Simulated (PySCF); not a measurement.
This PySCF input asks for the NMR shieldings of `C(=C/[Si@@H](C#N)C=O)/CN`, C5H8N2OSi; the geometry comes from GFN2-xTB.

```python
import basis_set_exchange as bse
import numpy as np
from pyscf import gto, dft
from pyscf.prop import nmr

atoms = """
N     0.816536    3.058251   -1.360319
C     0.936261    1.932383   -1.185384
Si    1.115463    0.091724   -0.913012
C     1.903815   -0.192948    0.813085
O     1.692724   -1.157038    1.504909
C    -0.382058   -0.975651   -1.303645
C    -1.366460   -1.176916   -0.440584
C    -1.393145   -0.473020    0.884204
N    -0.639385    0.767597    0.765982
H     2.169230   -0.282000   -1.889917
H     2.585964    0.599193    1.194138
H    -0.392317   -1.504668   -2.244985
H    -2.182650   -1.859340   -0.636012
H    -0.893994   -1.107857    1.624838
H    -2.428260   -0.314603    1.216215
H    -1.188544    1.476758    0.290131
H    -0.360177    1.130166    1.670445
"""
names = dict.fromkeys(["N", "C", "Si", "O", "H"], "pcSseg-1")
basis = {el: gto.basis.parse(bse.get_basis(n, elements=[el], fmt="nwchem")) for el, n in names.items()}
mol = gto.M(atom=atoms, basis=basis, charge=0, verbose=0)
mf = dft.RKS(mol, xc="PBE0")
mf.grids.level = 2
mf.grids.alignment = dft.numint.BLKSIZE   # the property module wants whole blocks of grid points
mf.conv_tol = 1e-9
mf.kernel()

calc = nmr.RKS(mf)   # GIAO
C = mf.mo_coeff
Co = C[:, mf.mo_occ > 0]
resp = mf.gen_response(singlet=True, hermi=2)
def vind(x):   # induced exchange potential for any number of trial vectors
    d = np.einsum("pi,xij,qj->xpq", C, 2 * x.reshape(-1, C.shape[1], Co.shape[1]), Co, optimize=True)
    return np.einsum("xpq,pi,qj->xij", resp(d - d.transpose(0, 2, 1)), C, Co, optimize=True).ravel()
mo1, _ = nmr.rhf.solve_mo1(calc, with_cphf=vind)
sigma = calc.kernel(mo1)
for i, s in enumerate(sigma):   # ppm
    w = np.linalg.eigvalsh((s + s.T) / 2)
    print("%2d %-2s iso %8.1f  s11 %8.1f  s22 %8.1f  s33 %8.1f" % (i, mol.atom_pure_symbol(i), w.mean(), *w))
```

Question: What are the results?

Answer: 
```
 0 N  iso    -83.9  s11   -296.0  s22   -242.8  s33    287.1
 1 C  iso     57.9  s11    -64.8  s22    -48.2  s33    286.8
 2 Si iso    442.8  s11    405.2  s22    434.7  s33    488.6
 3 C  iso    -48.6  s11   -155.3  s22    -82.3  s33     91.8
 4 O  iso   -486.2  s11  -1379.9  s22   -491.4  s33    412.7
 5 C  iso     60.8  s11    -53.8  s22     58.8  s33    177.4
 6 C  iso     24.7  s11   -103.5  s22     25.3  s33    152.5
 7 C  iso    141.9  s11    124.5  s22    141.4  s33    159.7
 8 N  iso    204.4  s11    181.4  s22    197.4  s33    234.5
 9 H  iso     27.1  s11     23.5  s22     25.6  s33     32.3
10 H  iso     19.8  s11     15.5  s22     20.1  s33     23.7
11 H  iso     25.7  s11     24.3  s22     25.4  s33     27.3
12 H  iso     24.5  s11     23.0  s22     23.9  s33     26.5
13 H  iso     28.1  s11     24.8  s22     26.2  s33     33.4
14 H  iso     28.1  s11     22.7  s22     26.9  s33     34.9
15 H  iso     30.6  s11     25.0  s22     28.0  s33     38.9
16 H  iso     29.9  s11     24.8  s22     27.1  s33     38.0
```

These numbers come from an equivalent density-fitted implementation of the same equations, which agrees with the script to about 0.01 ppm for H and up to a few tenths of a ppm for heavy atoms, so last digits may differ.

Question: Turn these shieldings into chemical shifts. References, each an isolated molecule treated in the same way: NH3 for ¹⁵N (267.73 ppm); ¹³C (186.93 ppm), ²⁹Si (349.16 ppm), ¹H (31.72 ppm) against TMS; ¹⁷O (336.08 ppm) against H2O.

Answer: Averaging equivalent atoms: N 0: 351.6; N 8: 63.3; C 3: 235.5; C 6: 162.2; C 1: 129.0; C 5: 126.1; C 7: 45.0; Si 2: -93.7; O 4: 822.3; H 10: 11.96; H 12: 7.23; H 11: 6.03; H 9: 4.60; H 13: 3.60; H 14: 3.57; H 15/16: 1.44 ppm. Unscaled 17O shifts of doubly bonded oxygen tend to come out too high, by tens of ppm or more. Experimental scales use liquid or dissolved standards, which lie at an offset from isolated NH3 (liquid NH3: subtract about 20 ppm) and H2O (liquid H2O: subtract about 36 ppm). Unscaled 15N shifts of sp2 nitrogen come out 20 to 40 ppm too high even then.

Size and cost of the density-fitted run: 200 basis functions, 100 s wall time on 1 thread of an Intel Xeon, shared host; peak memory 0.89 GiB.
